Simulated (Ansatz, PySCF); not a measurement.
Reaction (SMILES): N[SiH](N)N → N[SiH]N + [NH2] (NH2) (the N-Si bond at the site shown breaks; other sites are not compared here)
Structures are relaxed separately at B3LYP-D3(BJ)/def2-TZVP in Ansatz (a quantum-chemistry and plane-wave program), one conformer each, not searched for the lowest.

Property: bond dissociation energy (enthalpy at 298 K, with B3LYP-D3(BJ) rigid-rotor harmonic-oscillator terms from PySCF), in kcal/mol. Cores are frozen in the correlated levels unless marked. Open shells are spin-unrestricted. Spin-orbit coupling is left out. No relativistic terms. CBS(X,Y): correlation extrapolated as X^-3; Hartree-Fock from the larger set.

```csv
level,program,bond dissociation energy (kcal/mol)
HF/cc-pwCVTZ,Ansatz,83.2
PBE-D3(BJ)/def2-TZVPD,Ansatz + dftd3,105.4
```

Problem. Predict the CCSD(T)/CBS(aug-cc-pV(T+d)Z,aug-cc-pV(Q+d)Z) result (Ansatz).

Solution. 112.6 kcal/mol, so PBE-D3(BJ)/def2-TZVPD differs from it by -7.2 kcal/mol.
